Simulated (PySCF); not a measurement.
**Ba: excitation energy**

Ba [Xe] 6s2 (1S) → Ba [Xe] 5d1 6s1 (3D), as a difference of total energies. All numbers are calculated (PySCF 2.14, the spin-free X2C one-electron Hamiltonian (Gaussian nucleus), in ANO-RCC-VTZP). Correlated levels: valence: [Xe] frozen. The calculations carry no spin-orbit coupling.

```tsv
method	excitation energy (cm⁻¹)	error (cm⁻¹)
UHF	6833.3	-2524
MP2 (valence)	9686.8	+330
SCS-MP2 (valence)	10879	+1522
CCSD (valence)	10857	+1500
```

Reference: 9357.0 cm⁻¹ (measured; NIST levels, between the centres of gravity of the two terms).

Errors of the correlated levels include the incompleteness of this basis and the frozen core.

With two correlated electrons CCSD is exact in that space.
